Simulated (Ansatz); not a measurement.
## Abstraction of Br: SnH3Br + GeH2(CH3) → SnH3 + GeH2(CH3)Br

Species: SnH3Br `[Br][SnH3]`, singlet; GeH2(CH3), doublet; SnH3 `[SnH3]`, doublet; GeH2(CH3)Br, singlet. A radical takes Br: the energy is the difference in strength between the Sn–Br bond broken and the Ge–Br bond made.

Shapes, held fixed at every level: PBE0-D4/def2-TZVP. Programs: Ansatz 0.2.0. The zero-point and thermal change to 298 K, harmonic and unscaled (PBE0-D4/def2-TZVP), is +0.1 kJ/mol.

(1) Estimate ΔH(298 K) of this reaction.

## Answers

(1) The highest level, CCSD(T)/def2-TZVPP, gives ΔH(298 K) = -31.7 kJ/mol; the levels span -31.7 to -22.0. The column of differences is taken from that level and isn't an error. No measured value is set beside it here. Open shells run unrestricted unless RO is named. For atoms past krypton def2 sets carry core potentials with scalar relativity. Relativity is left out for Br, Ge unless named. Correlated rows may include outer-core shells of Br, Ge, Sn, which these sets cover unevenly.

```tsv
level	kind	ΔH(298 K) (kJ/mol)	less CCSD(T)/def2-TZVPP
HF/def2-SVP	Hartree–Fock	-23.6	+8.1
HF/def2-TZVPP	Hartree–Fock	-22.0	+9.7
B3LYP-D4/def2-TZVPP	global hybrid	-26.8	+4.9
BHLYP-D4/def2-TZVPP	global hybrid	-26.2	+5.5
r2SCAN0-D4/def2-TZVPP	global hybrid	-27.6	+4.1
MP2/def2-SVP	perturbation theory	-28.4	+3.3
CCSD/def2-SVP	coupled cluster or CI	-27.1	+4.6
CCSD(T)/def2-TZVPP	coupled cluster or CI	-31.7	0.0
```
